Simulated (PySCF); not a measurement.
Si(H)(Me)(Et)(OH), SMILES CC[SiH](C)O (C3H10OSi), singlet (GFN2-xTB optimised geometry):

```
15

Si     0.272    -0.086     0.000
C     -0.425    -0.951     1.546
O      1.906    -0.086     0.000
C     -0.413    -0.946    -1.560
C     -1.930    -0.863    -1.685
H      0.012     1.351     0.000
H      0.051    -0.574     2.447
H     -1.492    -0.783     1.648
H     -0.267    -2.027     1.518
H      2.412    -0.894     0.020
H     -0.120    -1.999    -1.575
H      0.038    -0.494    -2.446
H     -2.255     0.175    -1.705
H     -2.275    -1.345    -2.599
H     -2.412    -1.351    -0.841
```

Calculation: PBE0/def2-TZVP (PySCF 2.14.0).

Problem. What are the frontier orbital energies and the dipole moment?

Solution. HOMO-2 -9.56 eV, HOMO-1 -8.54 eV, HOMO -7.77 eV, LUMO 0.80 eV, LUMO+1 1.07 eV; dipole moment 1.79 D.

On the same geometry PySCF with PBE/def2-TZVP gives HOMO-2 -7.95 eV, HOMO-1 -7.13 eV, HOMO -6.41 eV, LUMO -0.08 eV, LUMO+1 0.29 eV; dipole moment 1.75 D.

Meta-Löwdin charges at PBE0/def2-TZVP: Si1 1.01, C2 -0.63, O3 -0.76, C4 -0.47, C5 -0.34, H6 -0.13, H7 0.13, H8 0.13, H9 0.13, H10 0.35, H11 0.11, H12 0.12, H13 0.11, H14 0.12, H15 0.11.
